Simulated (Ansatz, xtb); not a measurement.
## Two isomers of C3H8OZn

We compare a, `CC[CH2][Zn][OH]`, a singlet, with b, `CC(C)[O][ZnH]`, a singlet. Both are isolated molecules in the gas phase, relaxed with B3LYP/6-31G*; the shapes shown needn't be the lowest conformers.

a (Å):

```yaml
atoms:
  - { symbol: C, position_ang: [-1.0646, -0.8943, 0.2722] }
  - { symbol: C, position_ang: [-2.0834, 0.2496, 0.2821] }
  - { symbol: C, position_ang: [-1.4316, 1.6418, 0.2489] }
  - { symbol: O, position_ang: [1.0721, 2.0673, 2.9095] }
  - { symbol: Zn, position_ang: [-0.1738, 1.8866, 1.6713] }
  - { symbol: H, position_ang: [-1.5495, -1.8769, 0.2862] }
  - { symbol: H, position_ang: [-0.4263, -0.8479, -0.6190] }
  - { symbol: H, position_ang: [-0.4043, -0.8359, 1.1499] }
  - { symbol: H, position_ang: [-2.7185, 0.1561, 1.1740] }
  - { symbol: H, position_ang: [-2.7581, 0.1325, -0.5790] }
  - { symbol: H, position_ang: [-0.9116, 1.7840, -0.7090] }
  - { symbol: H, position_ang: [-2.1996, 2.4244, 0.2929] }
  - { symbol: H, position_ang: [0.7575, 2.2159, 3.8125] }
```

b (Å):

```xyz
13

C    -1.7483    2.1412    0.3338
C    -2.1687    0.7361    0.7793
C    -1.9813   -0.2952   -0.3375
O    -1.4689    0.3391    1.9407
Zn    0.1818    0.8305    2.2873
H    -1.9036    2.8622    1.1450
H    -2.3081    2.4880   -0.5429
H    -0.6796    2.1446    0.0653
H    -3.2384    0.7668    1.0417
H    -2.5898   -0.0538   -1.2177
H    -0.9281   -0.3328   -0.6483
H    -2.2644   -1.2906    0.0192
H     1.5849    1.1730    2.7480
```

Problem. Estimate which is lower in electronic energy at CCSD(T)/def2-SVP + ΔMP2/def2-TZVPP, and by roughly how much.

Solution. The CCSD(T)/def2-SVP + ΔMP2/def2-TZVPP calculation puts structure a lower, by 11.1 kcal/mol.

The same difference at several levels:

| level | geometry | E(b) − E(a) (kcal/mol) | departure from the last row (kcal/mol) | job, with rough time for the two |
| --- | --- | --- | --- | --- |
| B3LYP/6-31G* | B3LYP/6-31G* | +9.6 | −1.5 | optimisation, 3.4 min |
| HF/def2-SVP | B3LYP/6-31G* | +1.5 | −9.6 | part of the CCSD(T) run |
| MP2/def2-SVP | B3LYP/6-31G* | +6.8 | −4.3 | part of the CCSD(T) run |
| CCSD(T)/def2-SVP | B3LYP/6-31G* | +4.3 | −6.8 | single point |
| CCSD(T)/def2-SVP + ΔMP2/def2-TZVPP | B3LYP/6-31G* | +11.1 |  | single point, 1.9 min |

As drawn, b has 1 C–O, 1 Zn–H in place of 1 C–Zn, 1 O–H.

None of the levels shown reverses the order. The largest departure from CCSD(T)/def2-SVP + ΔMP2/def2-TZVPP is that of HF/def2-SVP, 9.6 kcal/mol. Levels run at GFN2-xTB geometries aren't shown. The last row adds to CCSD(T) the change of the MP2 difference between the two basis sets, here +6.8 kcal/mol, a large step that makes the value less sure.

With harmonic frequencies from B3LYP/6-31G* (ideal gas, rigid rotor, one conformer each, 298.15 K, 1 atm): on the last row, ΔE + ΔZPE = +9.8 kcal/mol. A mode under 50 cm⁻¹ makes harmonic enthalpies and free energies unreliable, so none is given.

The correlated steps freeze 9 core orbitals; the last core shell of Zn is correlated, in a basis made for valence electrons. Programs: Ansatz 0.2.0; the last row on 2 threads of Arm Neoverse V1 on a shared host.
